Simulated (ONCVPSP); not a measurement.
## What one change does to a pseudopotential (lanthanum, ONCV)

```json
{"Element": "lanthanum", "Generator": "ONCVPSP 4.0.1", "Type": "optimised norm-conserving Vanderbilt (ONCV)", "Functional": "PBEsol", "Relativity": "scalar-relativistic", "Frozen core": "[Kr] 4d10", "Valence charge": "11", "Reference configuration": "5s2 5p6 5d1 6s1.5 (charge +0.5)", "Partial waves": "5s+6s: rc 2.95 bohr, ncon 4, nbas 7, qcut 5.3 1/bohr, 2 projectors; 5p: rc 2.25 bohr, ncon 3, nbas 7, qcut 6.1 1/bohr, 1 projector; 5d: rc 3.70 bohr, ncon 4, nbas 9, qcut 4.6 1/bohr, 2 projectors, debl 3.3 Ha; f scattering state at 0.25 Ha: rc 3.20 bohr, ncon 3, nbas 6, qcut 3.1 1/bohr, 1 projector", "Local potential": "polynomial inside 1.65 bohr (lpopt 5, dvloc0 1 Ha)", "Core correction": "Teter function fitted to the true core (icmod 2), fcfact 0.5"}
```

In the f channel the program set the typed energies aside and used -0.264 Ha.

All-electron outer shells of the reference configuration (PBEsol, scalar-relativistic, ld1.x):

```
shell  level (eV)  outermost node (bohr)  outermost maximum (bohr)
   5s      -41.74                   0.77                      1.41
   5p      -25.18                   0.83                      1.58
   6s       -5.98                   1.86                      3.69
   5d       -5.71                   0.95                      2.21
```

Change: d: qcut 6.6.

Cutoffs: the cutoffs (Ha) at which the residual kinetic energy of the hardest occupied pseudo-wave falls to 1 and 0.1 mHa per electron; they do not see the model core or the augmentation charge, which bear on the density cutoff. Errors are all-electron minus pseudo energies relative to the spin-unpolarised reference configuration.

Question: What does the change do?

Answer: The potential gets neither clearly harder nor softer (11 Ha and 14 Ha → 11 Ha and 14 Ha); the p channel sets the loose cutoff, while the largest relative change is in d, which becomes harder; of the 4 tests that both files solve, the error grows in 0 and shrinks in 1 by more than 15 % and 0.3 meV (median size 3.7 → 2.9 meV); the range in which the d phases agree narrows (upper end at the end of the scan → 0.5); neither file shows a bound ghost.

| quantity | base | changed |
| --- | --- | --- |
| cutoff, loose | 11 Ha | 11 Ha |
| cutoff, tight | 14 Ha | 14 Ha |
| loose cutoff by channel | s 7.2 Ha, p 11 Ha, d 5.6 Ha | s 7.2 Ha, p 11 Ha, d 10 Ha |
| bound ghosts | none | none |
| GHOST(+) flags under 300 eV | s at 46.4 eV | s at 46.4 eV |
| error for 5s2 5p6 5d1 6s2, meV [ΔE -2.42 eV] | +0.3 | +0.3 |
| error for 5s2 5p6 5d1 6s1, meV [ΔE 3.58 eV] | -0.8 | -0.8 |
| error for 5s2 5p6 5d1 6s0, meV [ΔE 14.43 eV] | -6.5 | -5.1 |
| error for 5s2 5p6 5d1 6s1 6p1, meV [ΔE -0.01 eV] | +36 | +36 |
| s: phases at 3.00 bohr within 0.05 rad from the reference energy up to (Ha; the scan ends near 5) | 1.6 | 1.6 |
| p: phases at 2.29 bohr within 0.05 rad from the reference energy up to (Ha; the scan ends near 5) | 0.5 | 0.5 |
| d: phases at 3.76 bohr within 0.05 rad from the reference energy up to (Ha; the scan ends near 5) | to the end of the scan | 0.5 |
| f: phases at 3.24 bohr within 0.05 rad from the reference energy up to (Ha; the scan ends near 5) | -0.2 | -0.2 |
| rms error of d²Exc/dni dnj with the model core, mHa | 1.21 | 1.20 |

Base: The cutoffs count occupied waves only; projector 1 of the f channel, the hardest unoccupied one, needs 30 Ha at the loose tolerance. Changed file: The cutoffs count occupied waves only; projector 1 of the f channel, the hardest unoccupied one, needs 30 Ha at the loose tolerance.
